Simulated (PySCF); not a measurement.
Correlation energy of Be⁺ (beryllium, charge +1)

[He] 2s1, 2S determinant. Calculation: PySCF 2.14, in x2c-TZVPPall with one added diffuse shell of s type (6s3p1d, 20 functions); the spin-free X2C one-electron Hamiltonian (Gaussian nucleus). Frozen: nothing; 3 electrons correlated.

```tsv
level	correlation energy (mhartree)
CCSD	-31.36
(T)	-0.01
CCSD(T)	-31.37
CCSDT	-31.37
FCI	-31.37
```

Diagnostics: T1 = 0.00085, D1 = 0.0016, largest double amplitude 0.021, weight of the Hartree-Fock determinant in FCI 0.9982 (3800 determinants).

Cost of the coupled-cluster step: roughly 0.1 core-seconds, for 3 correlated electrons.

This basis was not built for core-valence correlation, so the inner-shell part is incomplete.
